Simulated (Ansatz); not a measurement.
ClH₄N₃W (`[NH]=[W](=[NH])([NH2])[Cl]`). The species carries charge 0 and has multiplicity 1. W takes the def2 core potential.

Z-matrix (Å, degrees):
```
W
N 1 1.748
N 1 1.941 2 106.7
N 1 1.748 2 113.4 3 -117.3
Cl 1 2.301 2 108.8 3 121.6
H 2 1.008 1 156.3 3 121.5
H 3 1.008 1 123.2 2 20.0
H 3 1.008 1 123.2 2 -141.7
H 4 1.008 1 156.5 2 -4.2
```

Problem. What are the harmonic wavenumbers in cm⁻¹ at PBE0-D4/def2-TZVP (Ansatz, finite differences of forces, unscaled)? (Best estimate.)

Solution. Ansatz gave: 153, 178, 228, 232, 279, 371, 391, 444, 502, 609, 635, 689, 712, 717, 989, 1035, 1550, 3588, 3657, 3660, 3690.

Problem. Is this a minimum?

Solution. Yes, all 21 modes are real.

Problem. Give the ideal-gas thermochemistry at 298.15 K and 1 bar (rigid rotor, harmonic oscillator; point group Cs, symmetry number 1).

Solution. Zero-point energy 145.4 kJ/mol; H(298) − E = 167.3 kJ/mol; entropy 360.2 J/(mol·K), of which translation 178.5, rotation 115.8, vibration 65.9; G(298) − E = 59.9 kJ/mol.
